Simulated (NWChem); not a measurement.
AgH₂OF; SMILES [Ag]([F])<-[OH2]

```xyz
5

Ag    -0.0608    -0.0015     0.0000
F      0.0581    -1.9491     0.0000
O     -0.1683     2.1817     0.0000
H      0.2241     2.6115     0.7693
H      0.2241     2.6115    -0.7693
```
Atoms are numbered in this order, from 1.

Level: PBE0/def2-SVP with def2 effective core potentials on Ag (NWChem), optimised geometry, unscaled harmonic frequencies. def2 effective core potentials on Ag; no spin-orbit coupling.

### Question
List the harmonic frequencies with IR intensities, and the thermochemistry.

### Answer
```json
[
 {"frequency (cm⁻¹)": "110", "IR intensity (km/mol)": "3.7"},
 {"frequency (cm⁻¹)": "110", "IR intensity (km/mol)": "2.6"},
 {"frequency (cm⁻¹)": "318", "IR intensity (km/mol)": "0.3"},
 {"frequency (cm⁻¹)": "397", "IR intensity (km/mol)": "259.3"},
 {"frequency (cm⁻¹)": "556", "IR intensity (km/mol)": "19.0"},
 {"frequency (cm⁻¹)": "567", "IR intensity (km/mol)": "44.7"},
 {"frequency (cm⁻¹)": "1619", "IR intensity (km/mol)": "67.1"},
 {"frequency (cm⁻¹)": "3855", "IR intensity (km/mol)": "81.6"},
 {"frequency (cm⁻¹)": "3948", "IR intensity (km/mol)": "157.2"}
]
```

```yaml
zero_point_energy: 16.4 kcal/mol
thermal correction to the enthalpy at 298.15 K (with zero-point energy): 20.3 kcal/mol
heat capacity Cv: 15.2 cal/(mol K)
entropy at 298.15 K and 1 atm (symmetry number 1): 72.8 cal/(mol K)
```

Rigid rotor and harmonic oscillator.
